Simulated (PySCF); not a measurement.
C₂H₇Ga. Atoms are numbered in the order given.

```xyz
10

Ga    -0.0630    -0.8243     0.0000
H      0.9165    -2.0641     0.0000
H     -1.6240    -1.0751     0.0000
C      0.6698     1.0238     0.0000
C     -0.3568     2.1610     0.0000
H      1.3431     1.0977    -0.8746
H      1.3431     1.0977     0.8746
H     -1.0135     2.1177     0.8845
H     -1.0135     2.1177    -0.8845
H      0.1240     3.1545     0.0000
```
Charge 0, spin multiplicity 1.

Geometry: B3LYP-D3(BJ)/def2-SVP. The structure was generated by enumeration; whether it is a known compound was not checked.

Calculation: PBE/def2-TZVPD run with PySCF.

Symmetry labels are those of the subgroup Cs that the program uses (full group Cs).

Computed valence orbital energies around the gap with their symmetry:
| orbital | symmetry | energy (eV) |
|---|---|---|
| HOMO−7 | A' | -14.86 |
| HOMO−6 | A' | -10.87 |
| HOMO−5 | A" | -10.60 |
| HOMO−4 | A' | -9.73 |
| HOMO−3 | A' | -8.91 |
| HOMO−2 | A" | -8.25 |
| HOMO−1 | A' | -6.99 |
| HOMO | A' | -6.33 |
| LUMO | A" | -2.22 |
| LUMO+1 | A' | -0.35 |
| LUMO+2 | A' | 0.11 |
| LUMO+3 | A' | 0.50 |
